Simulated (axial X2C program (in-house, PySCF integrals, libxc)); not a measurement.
## Low determinants of SbS⁻ at the PBE0 level, with spin–orbit coupling

Calculated with an in-house relativistic program for diatomic molecules. Two-component (2c) means X2C with spin–orbit coupling and atomic mean-field two-electron Coulomb and Gaunt terms. Basis: Sb dyall-acv3z [12s13p9d5f1g], S dyall-av3z [9s8p3d2f] (cores contracted in-house); Gaussian nuclei, density fitting, unrestricted open shells. Masses: Sb 120.904 u, S 31.972 u.

Search at 2.270 Å (vertical energies from the lowest determinant):

```json
{"ΔE (eV)": "0.00", "state": "Ω = 1", "electrons beyond evenly filled partner blocks": "ω = -1/2, ω = 3/2", "electrons in ±ω = 1/2, 3/2, 5/2, 7/2": "45 19 4 0"}
{"ΔE (eV)": "0.30", "state": "Ω = 0", "electrons beyond evenly filled partner blocks": "none", "electrons in ±ω = 1/2, 3/2, 5/2, 7/2": "46 18 4 0"}
{"ΔE (eV)": "0.56", "state": "Ω = 2", "electrons beyond evenly filled partner blocks": "ω = 1/2, ω = 3/2", "electrons in ±ω = 1/2, 3/2, 5/2, 7/2": "45 19 4 0"}
{"ΔE (eV)": "0.83", "state": "Ω = 0", "electrons beyond evenly filled partner blocks": "none", "electrons in ±ω = 1/2, 3/2, 5/2, 7/2": "44 20 4 0"}
{"ΔE (eV)": "2.22", "state": "Ω = 1", "electrons beyond evenly filled partner blocks": "2 × ω = 1/2", "electrons in ±ω = 1/2, 3/2, 5/2, 7/2": "46 18 4 0"}
{"ΔE (eV)": "2.71", "state": "Ω = 3", "electrons beyond evenly filled partner blocks": "2 × ω = 3/2", "electrons in ±ω = 1/2, 3/2, 5/2, 7/2": "46 18 4 0"}
{"ΔE (eV)": "3.01", "state": "Ω = 3", "electrons beyond evenly filled partner blocks": "2 × ω = 3/2", "electrons in ±ω = 1/2, 3/2, 5/2, 7/2": "44 20 4 0"}
```

Lowest determinant, Ω = 1 (⟨Sz⟩ = 1.00, ⟨Lz⟩ = 0.00 at PBE0): Re = 2.307 Å, ωe = 421.4 cm⁻¹.

The determinant in row 2 of the search, Ω = 0 (closed shell), was followed along the bond at PBE0; measured from the minimum of the lowest determinant it gives:

Te = 0.302 eV (2438 cm⁻¹), Re = 2.309 Å, ωe = 420.4 cm⁻¹.

Problem. Compare the bond of the determinant in row 2 with that of the lowest one.

Solution. At PBE0 its Re is 0.002 Å longer and its force constant, which goes as ωe², is 1.00 times that of the lowest determinant. T0 ≈ Te + Δωe/2 = 2438 + (0) = 2438 cm⁻¹.

The search compares states at one distance, so a state with another bond length can lie lower; it is not exhaustive and yields mostly the lowest determinant of each block pattern, so other components and higher states of one pattern are missing. These are energies of single determinants, not of spin-adapted states; PBE0 term energies can be off by some tenths of an eV, and the functional has no current term. Open-shell Ω = 0 determinants with evenly filled partner blocks cannot be reached by this program, so the Ω shown need not be the lowest component. The lowest determinant need not be the ground state where others lie within half an eV. A closed-shell Ω = 0 row of a π² shell mixes the 0⁺ component of the triplet with ¹Σ⁺ and matches no level; 0⁺ can lie lowest. For an anion, determinants above electron detachment are held by the basis set. The highest occupied level of some functionals is positive through self-interaction error; at Hartree–Fock it is bound. Row 2 has a positive highest level at its minimum.
